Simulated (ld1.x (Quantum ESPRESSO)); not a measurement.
**Which change was made? (N, TM semilocal)**

- Element: nitrogen
- Generator: ld1.x (Quantum ESPRESSO) 7.5
- Type: norm-conserving Troullier–Martins (semilocal form)
- Functional: LDA (PZ)
- Relativity: non-relativistic
- Frozen core: [He]
- Valence charge: 5
- Reference configuration: 2s1 2p4
- Partial waves: 2s (bound): rc 0.70 bohr; 2p (bound): rc 2.20 bohr
- Local potential: the p channel
- Core correction: Bessel-smoothed model core, default radius (core density twice the valence density)

Cutoffs, loose and tight: the cutoffs (Ry, on a coarse ladder) from which the occupation-weighted sum of valence levels, in a spherical-Bessel basis at the reference potential, stays within 10 and 1 mRy of its value at 400 Ry. They do not see the model core or the augmentation charge, which bear on the density cutoff. Test errors are all-electron minus pseudo excitation energies from the reference, over the configurations 2s2 2p3; 2s2 2p2; 2s2 2p1; 2s2 2p3.3; 2s2 2p2.5; 2s1 2p3; 2s2 2p0 (two spin-polarised tests are not counted in the largest error); variants that change the core or the reference have their own tests. The largest error is taken over the tests solved by every variant that gives reliable tests at all, those not shown here included: 2s1 2p3; 2s2 2p0; 2s2 2p1; 2s2 2p2; 2s2 2p2.5; 2s2 2p3; 2s2 2p3.3.

The base gives: outcome: generated; cutoff, loose: 110 Ry; cutoff, tight: 260 Ry; bound ghosts: none; largest test error (meV): +2883.

Q: After one change the result is: outcome: generated; cutoff, loose: 50 Ry; cutoff, tight: 120 Ry; bound ghosts: none; largest test error (meV): +2865. Which change was it?
A. reference 2s2 2p1
B. wave 2s (bound): rc 0.70 bohr becomes 2s (bound): rc 0.86 bohr
C. all radii but the core radius scaled by about 1.37 (s 0.96, p 3.02 bohr)

A: B. The others give: all radii but the core radius scaled by about 1.37 (s 0.96, p 3.02 bohr) → outcome: generated; cutoff, loose: 45 Ry; cutoff, tight: 120 Ry; bound ghosts: none; largest test error (meV): +7261 | reference 2s2 2p1 → outcome: generated; cutoff, loose: 140 Ry; cutoff, tight: 300 Ry; bound ghosts: none; largest test error (meV): +1163.
